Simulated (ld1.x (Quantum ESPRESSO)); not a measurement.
## cerium (Ce): RRKJ pseudisation with PW91, fully relativistic reference atom.

ld1.x (Quantum ESPRESSO) 7.5 was run on this input:

```
&input
   title='Ce', zed=58., rel=2, dft='PW91', iswitch=3,
   config='[Xe] 4f1 5d1 6s0 6p0', rel_dist='average',
   nld=7, rlderiv=3.90, eminld=-6.0, emaxld=5.0, deld=0.02
 /
 &inputp
   pseudotype=2, tm=.false., rho0=0.01, lloc=0,
   nlcc=.false.,
   file_pseudopw='Ce.UPF', file_wfcaegen='ae.wfc', file_wfcncgen='nc.wfc', file_beta='beta', file_chi='chi'
 /
4
5P  2  1   6.00   0.00  3.05  3.05  0.0
5D  3  2   1.00   0.00  3.60  3.60  0.0
4F  4  3   1.00   0.00  1.85  1.85  0.0
5S  1  0   2.00   0.00  2.30  2.30  0.0
 &test
   configts(1)='4f1 5s2 5p6 5d1 6s0 6p0'
 /
```

Command:

```bash
ld1.x < Ce.in > Ce.out
```

Resulting log (shortened: banner, matrices, multipoles, cross overlaps and the repeated all-electron block are left out):

```
Program LD1 v.7.5
     --------------------------- All-electron run ----------------------------

     Ce
     dirac relativistic calculation

     atomic number is 58.00
     dft =PW91   lsd =0 sic =0 latt =0  beta=0.20 tr2=1.0E-14
     Exchange-correlation= PW91
                           (   1   4   2   2   0   0   0)
     mesh =1255 r(mesh) = 100.94310 a.u. xmin = -7.00 dx = 0.01250
     1 Ry =  13.60569312 eV, c = 137.03599908

     n l j   nl                  e(Ry)          e(Ha)          e(eV)
     Spin orbit split results
     1 0 0.5 1S 1( 2.00)     -2958.5600     -1479.2800    -40253.2598
     2 0 0.5 2S 1( 2.00)      -474.3124      -237.1562     -6453.3496
     2 1 0.5 2P 1( 2.00)      -447.8838      -223.9419     -6093.7691
     2 1 1.5 2P 1( 4.00)      -415.0469      -207.5235     -5647.0013
     3 0 0.5 3S 1( 2.00)      -102.8787       -51.4393     -1399.7356
     3 1 0.5 3P 1( 2.00)       -91.6874       -45.8437     -1247.4708
     3 1 1.5 3P 1( 4.00)       -85.2351       -42.6175     -1159.6822
     4 0 0.5 4S 1( 2.00)       -21.5717       -10.7859      -293.4984
     4 1 0.5 4P 1( 2.00)       -17.4156        -8.7078      -236.9509
     4 1 1.5 4P 1( 4.00)       -16.0283        -8.0141      -218.0758
     3 2 1.5 3D 1( 4.00)       -65.6651       -32.8326      -893.4196
     3 2 2.5 3D 1( 6.00)       -64.2796       -32.1398      -874.5683
     5 0 0.5 5S 1( 2.00)        -3.9249        -1.9625       -53.4011
     5 1 0.5 5P 1( 2.00)        -2.7874        -1.3937       -37.9248
     5 1 1.5 5P 1( 4.00)        -2.5826        -1.2913       -35.1375
     4 2 1.5 4D 1( 4.00)        -9.2051        -4.6026      -125.2418
     4 2 2.5 4D 1( 6.00)        -8.9621        -4.4810      -121.9349
     4 3 2.5 4F 1( 0.43)        -1.3565        -0.6783       -18.4563
     4 3 3.5 4F 1( 0.57)        -1.3318        -0.6659       -18.1203
     5 2 1.5 5D 1( 0.40)        -1.1064        -0.5532       -15.0534
     5 2 2.5 5D 1( 0.60)        -1.0872        -0.5436       -14.7922
     6 0 0.5 6S 1( 0.00)        -1.0187        -0.5093       -13.8596
     6 1 0.5 6P 1( 0.00)        -0.7736        -0.3868       -10.5250
     6 1 1.5 6P 1( 0.00)        -0.7442        -0.3721       -10.1252
     Averaged results
     1 0     1S 1( 2.00)     -2958.5600     -1479.2800    -40253.2598
     2 0     2S 1( 2.00)      -474.3124      -237.1562     -6453.3496
     2 1     2P 1( 6.00)      -425.9925      -212.9963     -5795.9239
     3 0     3S 1( 2.00)      -102.8787       -51.4393     -1399.7356
     3 1     3P 1( 6.00)       -87.3859       -43.6929     -1188.9451
     4 0     4S 1( 2.00)       -21.5717       -10.7859      -293.4984
     4 1     4P 1( 6.00)       -16.4907        -8.2454      -224.3675
     3 2     3D 1(10.00)       -64.8338       -32.4169      -882.1088
     5 0     5S 1( 2.00)        -3.9249        -1.9625       -53.4011
     5 1     5P 1( 6.00)        -2.6508        -1.3254       -36.0666
     4 2     4D 1(10.00)        -9.0593        -4.5296      -123.2577
     4 3     4F 1( 1.00)        -1.3424        -0.6712       -18.2643
     5 2     5D 1( 1.00)        -1.0949        -0.5474       -14.8967
     6 0     6S 1( 0.00)        -1.0187        -0.5093       -13.8596
     6 1     6P 1( 0.00)        -0.7540        -0.3770       -10.2585

     final scf error:  7.4E-15 reached in  21 iterations

     Etot =  -17731.368582 Ry,   -8865.684291 Ha, -241247.559579 eV

     Ekin =   19024.800264 Ry,    9512.400132 Ha,  258845.594120 eV
     Encl =  -43135.360471 Ry,  -21567.680236 Ha, -586886.477319 eV
     Eh   =    6800.997751 Ry,    3400.498875 Ha,   92532.288326 eV
     Exc  =    -421.806126 Ry,    -210.903063 Ha,   -5738.964707 eV

     normalization and overlap integrals

     s(1S/1S) =  1.000000  <r> =   0.0246  <r2> =    0.0008  r(max) =   0.0158
     s(2S/2S) =  1.000000  <r> =   0.1047  <r2> =    0.0130  r(max) =   0.0887
     s(2P/2P) =  1.000000  <r> =   0.0879  <r2> =    0.0095  r(max) =   0.0682
     s(2P/2P) =  1.000000  <r> =   0.0941  <r2> =    0.0108  r(max) =   0.0735
     s(3S/3S) =  1.000000  <r> =   0.2783  <r2> =    0.0886  r(max) =   0.2534
     s(3P/3P) =  1.000000  <r> =   0.2681  <r2> =    0.0835  r(max) =   0.2410
     s(3P/3P) =  1.000000  <r> =   0.2802  <r2> =    0.0911  r(max) =   0.2534
     s(4S/4S) =  1.000000  <r> =   0.6372  <r2> =    0.4583  r(max) =   0.5928
     s(4P/4P) =  1.000000  <r> =   0.6560  <r2> =    0.4895  r(max) =   0.6002
     s(4P/4P) =  1.000000  <r> =   0.6833  <r2> =    0.5308  r(max) =   0.6232
     s(3D/3D) =  1.000000  <r> =   0.2513  <r2> =    0.0746  r(max) =   0.2023
     s(3D/3D) =  1.000000  <r> =   0.2552  <r2> =    0.0767  r(max) =   0.2074
     s(5S/5S) =  1.000000  <r> =   1.5147  <r2> =    2.5748  r(max) =   1.3697
     s(5P/5P) =  1.000000  <r> =   1.6924  <r2> =    3.2359  r(max) =   1.4949
     s(5P/5P) =  1.000000  <r> =   1.7700  <r2> =    3.5392  r(max) =   1.5715
     s(4D/4D) =  1.000000  <r> =   0.7386  <r2> =    0.6328  r(max) =   0.6470
     s(4D/4D) =  1.000000  <r> =   0.7483  <r2> =    0.6494  r(max) =   0.6551
     s(4F/4F) =  1.000000  <r> =   1.0803  <r2> =    1.5232  r(max) =   0.7061
     s(4F/4F) =  1.000000  <r> =   1.0911  <r2> =    1.5557  r(max) =   0.7061
     s(5D/5D) =  1.000000  <r> =   2.5267  <r2> =    7.3937  r(max) =   2.0690
     s(5D/5D) =  1.000000  <r> =   2.5646  <r2> =    7.6155  r(max) =   2.0950
     s(6S/6S) =  1.000000  <r> =   3.7250  <r2> =   15.4581  r(max) =   3.3688
     s(6P/6P) =  1.000000  <r> =   4.3488  <r2> =   21.0114  r(max) =   4.0131
     s(6P/6P) =  1.000000  <r> =   4.4901  <r2> =   22.3734  r(max) =   4.1664

     ------------------------ End of All-electron run ------------------------

     --------------------- Generating NC pseudopotential ---------------------

      Generating local pot.: lloc=0, matching radius rcloc =   2.3000

     Fully relativistic calculation: |psi|^2

     Wfc 5P LC norm =  0.99983066 SC norm =  0.00016934 missing  0.00000001

     Wfc 5P LC norm =  0.99984427 SC norm =  0.00015570 missing  0.00000003

     Wfc 5D LC norm =  0.99992286 SC norm =  0.00007709 missing  0.00000005

     Wfc 5D LC norm =  0.99992505 SC norm =  0.00007404 missing  0.00000091

     Wfc 4F LC norm =  0.99965450 SC norm =  0.00034550 missing  0.00000000

     Wfc 4F LC norm =  0.99965946 SC norm =  0.00034051 missing  0.00000003

      Wfc   5P  rcut= 3.048  Estimated cut-off energy=       20.19 Ry
      This function has    0 nodes for 0 < r <    3.048

      Wfc   5P  rcut= 3.048  Estimated cut-off energy=       20.09 Ry
      This function has    0 nodes for 0 < r <    3.048

      Wfc   5D  rcut= 3.631  Estimated cut-off energy=       18.02 Ry
      This function has    0 nodes for 0 < r <    3.631

      Wfc   5D  rcut= 3.631  Estimated cut-off energy=       18.00 Ry
      This function has    0 nodes for 0 < r <    3.631

      Wfc   4F  rcut= 1.849  Estimated cut-off energy=       87.24 Ry
      This function has    0 nodes for 0 < r <    1.849

      Wfc   4F  rcut= 1.849  Estimated cut-off energy=       87.21 Ry
      This function has    0 nodes for 0 < r <    1.849

     ------------------- End of pseudopotential generation -------------------

     Computing logarithmic derivative in   3.88968
     Message from routine run_pseudo:
     Warning: convergence not achieved
     Computing logarithmic derivative in   3.88968
     Computing the partial wave expansion
       no projector for channel:   0
     R is outside the sphere for l=    1 j= 0.50
     R is outside the sphere for l=    1 j= 1.50
     R is outside the sphere for l=    2 j= 1.50
     R is outside the sphere for l=    2 j= 2.50
     R is outside the sphere for l=    3 j= 2.50
     R is outside the sphere for l=    3 j= 3.50

     ---------------------- Testing the pseudopotential ----------------------

     Ce
     dirac relativistic calculation

     atomic number is 58.00   valence charge is 12.00
     dft =PW91   lsd =0 sic =0 latt =0  beta=0.20 tr2=1.0E-14
     mesh =1255 r(mesh) = 100.94310 xmin = -7.00 dx = 0.01250

     n l  j  nl             e AE (Ry)       e PS (Ry)    De AE-PS (Ry)
     4 3 2.5 4F   1( 0.43)       -1.35651       -1.35651       -0.00000
     4 3 3.5 4F   1( 0.57)       -1.33182       -1.33182        0.00000
     1 0 0.5 5S   1( 2.00)       -3.92491       -3.92491       -0.00000
     2 1 0.5 5P   1( 2.00)       -2.78742       -2.78742       -0.00000
     2 1 1.5 5P   1( 4.00)       -2.58256       -2.58256       -0.00000
     3 2 1.5 5D   1( 0.40)       -1.10641       -1.10641        0.00000
     3 2 2.5 5D   1( 0.60)       -1.08721       -1.08721        0.00000
     2 0 0.5 6S   1( 0.00)       -1.01866       -1.11231        0.09365  !
     3 1 0.5 6P   1( 0.00)       -0.77358       -1.00565        0.23207  !
     3 1 1.5 6P   1( 0.00)       -0.74419       -0.75292        0.00873  !

     eps = 3.0E-10  iter =201

     Etot =  -17731.368582 Ry,   -8865.684291 Ha, -241247.559579 eV
     Etotps =   -76.279493 Ry,     -38.139746 Ha,   -1037.835372 eV

     Ekin =      29.067664 Ry,      14.533832 Ha,     395.485721 eV
     Encl =    -139.071561 Ry,     -69.535781 Ha,   -1892.164983 eV
     Ehrt =      52.803085 Ry,      26.401543 Ha,     718.422576 eV
     Ecxc =      -9.124421 Ry,      -4.562210 Ha,    -124.144072 eV
     Epseu=      -9.954261 Ry,      -4.977130 Ha,    -135.434614 eV

     ---------------------- End of pseudopotential test ----------------------
```

Generation and configuration tests took about 6.2 s on one core of a shared server CPU.

Transferability test of the new file with ld1.x, input:

```
&input
   title='Ce', zed=58., rel=2, dft='PW91', iswitch=2,
   config='[Xe] 4f1 5d1 6s0 6p0', rel_dist='average'
 /
 &test
   file_pseudo='Ce.UPF', nconf=8,
   configts(1)='4f1 5s2 5p6 5d1 6s0 6p0',
   configts(2)='4f1 5s2 5p6 5d1 6s2 6p0',
   configts(3)='4f1 5s2 5p6 5d1 6s1 6p0',
   configts(4)='4f1 5s2 5p6 5d0 6s0 6p0',
   configts(5)='4f1 5s2 5p6 5d1 6s1.5 6p0',
   configts(6)='4f1 5s2 5p6 5d1 6s1 6p1',
   configts(7)='4f1 5s2 5p6 5d1 6s0 6p1',
   configts(8)='4f1 5s2 5p6 5d1 6s0 6p2'
 /
```

```bash
ld1.x < Ce.test.in > Ce.test.out
```

Pseudopotential blocks of its output, shortened (energy terms left out; the distinct warnings before each block abridged to one line each):

```
     Warning: convergence not achieved
     ---------------------- Testing the pseudopotential ----------------------

     n l  j  nl             e AE (Ry)       e PS (Ry)    De AE-PS (Ry)
     4 3 2.5 4F   1( 0.43)       -1.35651       -1.35651       -0.00000
     4 3 3.5 4F   1( 0.57)       -1.33182       -1.33182        0.00000
     1 0 0.5 5S   1( 2.00)       -3.92491       -3.92491       -0.00000
     2 1 0.5 5P   1( 2.00)       -2.78742       -2.78742       -0.00000
     2 1 1.5 5P   1( 4.00)       -2.58256       -2.58256       -0.00000
     3 2 1.5 5D   1( 0.40)       -1.10641       -1.10641        0.00000
     3 2 2.5 5D   1( 0.60)       -1.08721       -1.08721        0.00000
     2 0 0.5 6S   1( 0.00)       -1.01866       -1.11231        0.09365  !
     3 1 0.5 6P   1( 0.00)       -0.77358       -1.00565        0.23207  !
     3 1 1.5 6P   1( 0.00)       -0.74419       -0.75292        0.00873  !

     eps = 1.4E-10  iter =201

     Etot =  -17731.368582 Ry,   -8865.684291 Ha, -241247.559580 eV
     Etotps =   -76.279493 Ry,     -38.139746 Ha,   -1037.835372 eV

     ---------------------- End of pseudopotential test ----------------------

          Warning: convergence not achieved
     Warning: n=2, l=1 expected 0 nodes, found 1
     ---------------------- Testing the pseudopotential ----------------------

     n l  j  nl             e AE (Ry)       e PS (Ry)    De AE-PS (Ry)
     4 3 2.5 4F   1( 0.43)       -0.41382       -0.32181       -0.09201  !
     4 3 3.5 4F   1( 0.57)       -0.38939       -0.29772       -0.09167  !
     1 0 0.5 5S   1( 2.00)       -2.98326       -2.90124       -0.08202  !
     2 1 0.5 5P   1( 2.00)       -1.84986       -1.77416       -0.07570  !
     2 1 1.5 5P   1( 4.00)       -1.64734       -1.57429       -0.07305  !
     3 2 1.5 5D   1( 0.40)       -0.23632       -0.19073       -0.04559  !
     3 2 2.5 5D   1( 0.60)       -0.22146       -0.17691       -0.04456  !
     2 0 0.5 6S   1( 2.00)       -0.27802       -0.29793        0.01992  !
     3 1 0.5 6P   1( 0.00)       -0.11071       -0.14392        0.03321  !
     3 1 1.5 6P   1( 0.00)       -0.09750       -0.08089       -0.01661  !

     eps = 4.0E-11  iter =201

     Etot =  -17732.634060 Ry,   -8866.317030 Ha, -241264.777280 eV
     Etotps =   -77.647886 Ry,     -38.823943 Ha,   -1056.453305 eV
     dEtot_ae =      -1.265478 Ry
     dEtot_ps =      -1.368393 Ry,   Delta E=       0.102915 Ry

     ---------------------- End of pseudopotential test ----------------------

          Warning: convergence not achieved
     ---------------------- Testing the pseudopotential ----------------------

     n l  j  nl             e AE (Ry)       e PS (Ry)    De AE-PS (Ry)
     4 3 2.5 4F   1( 0.43)       -0.84866       -0.79048       -0.05817  !
     4 3 3.5 4F   1( 0.57)       -0.82414       -0.76617       -0.05797  !
     1 0 0.5 5S   1( 2.00)       -3.41813       -3.36690       -0.05123  !
     2 1 0.5 5P   1( 2.00)       -2.28394       -2.23673       -0.04721  !
     2 1 1.5 5P   1( 4.00)       -2.08087       -2.03540       -0.04547  !
     3 2 1.5 5D   1( 0.40)       -0.64244       -0.61259       -0.02984  !
     3 2 2.5 5D   1( 0.60)       -0.62548       -0.59610       -0.02938  !
     2 0 0.5 6S   1( 1.00)       -0.62663       -0.67468        0.04805  !
     3 1 0.5 6P   1( 0.00)       -0.41826       -0.54374        0.12548  !
     3 1 1.5 6P   1( 0.00)       -0.39697       -0.38578       -0.01119  !

     eps = 6.1E-13  iter =201

     Etot =  -17732.184822 Ry,   -8866.092411 Ha, -241258.665085 eV
     Etotps =   -77.166174 Ry,     -38.583087 Ha,   -1049.899280 eV
     dEtot_ae =      -0.816240 Ry
     dEtot_ps =      -0.886681 Ry,   Delta E=       0.070441 Ry

     ---------------------- End of pseudopotential test ----------------------

          Warning: convergence not achieved
     Warning: n=3, l=1 expected 1 nodes, found 2
     ---------------------- Testing the pseudopotential ----------------------

     n l  j  nl             e AE (Ry)       e PS (Ry)    De AE-PS (Ry)
     4 3 2.5 4F   1( 0.43)       -2.12577       -2.10605       -0.01973  !
     4 3 3.5 4F   1( 0.57)       -2.10055       -2.08096       -0.01959  !
     1 0 0.5 5S   1( 2.00)       -4.68108       -4.66665       -0.01443  !
     2 1 0.5 5P   1( 2.00)       -3.52646       -3.51529       -0.01117  !
     2 1 1.5 5P   1( 4.00)       -3.31366       -3.30370       -0.00996  !
     3 2 1.5 5D   1( 0.00)       -1.75810       -1.74904       -0.00905  !
     3 2 2.5 5D   1( 0.00)       -1.73491       -1.72632       -0.00859  !
     2 0 0.5 6S   1( 0.00)       -1.53387       -1.66976        0.13589  !
     3 1 0.5 6P   1( 0.00)       -1.22548       -1.59313        0.36765  !
     3 1 1.5 6P   1( 0.00)       -1.18101       -1.19667        0.01566  !

     eps = 7.3E-10  iter =201

     Etot =  -17729.954570 Ry,   -8864.977285 Ha, -241228.320962 eV
     Etotps =   -74.869090 Ry,     -37.434545 Ha,   -1018.645862 eV
     dEtot_ae =       1.414012 Ry
     dEtot_ps =       1.410403 Ry,   Delta E=       0.003609 Ry

     ---------------------- End of pseudopotential test ----------------------

          Warning: convergence not achieved
     ---------------------- Testing the pseudopotential ----------------------

     n l  j  nl             e AE (Ry)       e PS (Ry)    De AE-PS (Ry)
     4 3 2.5 4F   1( 0.43)       -0.62135       -0.54351       -0.07785  !
     4 3 3.5 4F   1( 0.57)       -0.59689       -0.51932       -0.07757  !
     1 0 0.5 5S   1( 2.00)       -3.19090       -3.12184       -0.06906  !
     2 1 0.5 5P   1( 2.00)       -2.05731       -1.99364       -0.06366  !
     2 1 1.5 5P   1( 4.00)       -1.85463       -1.79326       -0.06137  !
     3 2 1.5 5D   1( 0.40)       -0.43153       -0.39220       -0.03933  !
     3 2 2.5 5D   1( 0.60)       -0.41567       -0.37707       -0.03860  !
     2 0 0.5 6S   1( 1.50)       -0.44771       -0.47945        0.03173  !
     3 1 0.5 6P   1( 0.00)       -0.25929       -0.33708        0.07779  !
     3 1 1.5 6P   1( 0.00)       -0.24193       -0.22613       -0.01580  !

     eps = 8.3E-12  iter =201

     Etot =  -17732.453081 Ry,   -8866.226541 Ha, -241262.314943 eV
     Etotps =   -77.454162 Ry,     -38.727081 Ha,   -1053.817552 eV
     dEtot_ae =      -1.084499 Ry
     dEtot_ps =      -1.174669 Ry,   Delta E=       0.090169 Ry

     ---------------------- End of pseudopotential test ----------------------

          Warning: convergence not achieved
     ---------------------- Testing the pseudopotential ----------------------

     n l  j  nl             e AE (Ry)       e PS (Ry)    De AE-PS (Ry)
     4 3 2.5 4F   1( 0.43)       -0.49652       -0.38907       -0.10745  !
     4 3 3.5 4F   1( 0.57)       -0.47203       -0.36498       -0.10705  !
     1 0 0.5 5S   1( 2.00)       -3.06657       -2.97057       -0.09600  !
     2 1 0.5 5P   1( 2.00)       -1.93227       -1.84473       -0.08755  !
     2 1 1.5 5P   1( 4.00)       -1.72920       -1.64478       -0.08442  !
     3 2 1.5 5D   1( 0.40)       -0.30246       -0.25031       -0.05215  !
     3 2 2.5 5D   1( 0.60)       -0.28666       -0.23568       -0.05098  !
     2 0 0.5 6S   1( 1.00)       -0.32378       -0.34425        0.02047  !
     3 1 0.5 6P   1( 0.33)       -0.14870       -0.21577        0.06707  !
     3 1 1.5 6P   1( 0.67)       -0.13408       -0.11519       -0.01889  !

     eps = 9.8E-11  iter =201

     Etot =  -17732.453326 Ry,   -8866.226663 Ha, -241262.318277 eV
     Etotps =   -77.455954 Ry,     -38.727977 Ha,   -1053.841945 eV
     dEtot_ae =      -1.084744 Ry
     dEtot_ps =      -1.176461 Ry,   Delta E=       0.091717 Ry

     ---------------------- End of pseudopotential test ----------------------

          Warning: convergence not achieved
     ---------------------- Testing the pseudopotential ----------------------

     n l  j  nl             e AE (Ry)       e PS (Ry)    De AE-PS (Ry)
     4 3 2.5 4F   1( 0.43)       -0.92753       -0.84095       -0.08658  !
     4 3 3.5 4F   1( 0.57)       -0.90294       -0.81667       -0.08627  !
     1 0 0.5 5S   1( 2.00)       -3.49749       -3.42012       -0.07737  !
     2 1 0.5 5P   1( 2.00)       -2.36176       -2.29196       -0.06980  !
     2 1 1.5 5P   1( 4.00)       -2.15784       -2.09063       -0.06721  !
     3 2 1.5 5D   1( 0.40)       -0.70383       -0.66093       -0.04290  !
     3 2 2.5 5D   1( 0.60)       -0.68610       -0.64397       -0.04214  !
     2 0 0.5 6S   1( 0.00)       -0.66953       -0.71178        0.04225  !
     3 1 0.5 6P   1( 0.33)       -0.45868       -0.59609        0.13741  !
     3 1 1.5 6P   1( 0.67)       -0.43695       -0.41926       -0.01770  !

     eps = 3.2E-10  iter =201

     Etot =  -17731.960325 Ry,   -8865.980163 Ha, -241255.610653 eV
     Etotps =   -76.932847 Ry,     -38.466424 Ha,   -1046.724711 eV
     dEtot_ae =      -0.591743 Ry
     dEtot_ps =      -0.653354 Ry,   Delta E=       0.061611 Ry

     ---------------------- End of pseudopotential test ----------------------

          Warning: convergence not achieved
     ---------------------- Testing the pseudopotential ----------------------

     n l  j  nl             e AE (Ry)       e PS (Ry)    De AE-PS (Ry)
     4 3 2.5 4F   1( 0.43)       -0.57372       -0.44640       -0.12731  !
     4 3 3.5 4F   1( 0.57)       -0.54917       -0.42233       -0.12684  !
     1 0 0.5 5S   1( 2.00)       -3.14432       -3.03033       -0.11399  !
     2 1 0.5 5P   1( 2.00)       -2.00887       -1.90606       -0.10281  !
     2 1 1.5 5P   1( 4.00)       -1.80513       -1.70604       -0.09909  !
     3 2 1.5 5D   1( 0.40)       -0.36225       -0.30139       -0.06086  !
     3 2 2.5 5D   1( 0.60)       -0.34552       -0.28605       -0.05948  !
     2 0 0.5 6S   1( 0.00)       -0.36214       -0.38176        0.01962  !
     3 1 0.5 6P   1( 0.67)       -0.18142       -0.25565        0.07423  !
     3 1 1.5 6P   1( 1.33)       -0.16580       -0.14542       -0.02038  !

     eps = 5.5E-10  iter =201

     Etot =  -17732.265324 Ry,   -8866.132662 Ha, -241259.760370 eV
     Etotps =   -77.258268 Ry,     -38.629134 Ha,   -1051.152280 eV
     dEtot_ae =      -0.896742 Ry
     dEtot_ps =      -0.978775 Ry,   Delta E=       0.082033 Ry

     ---------------------- End of pseudopotential test ----------------------
```
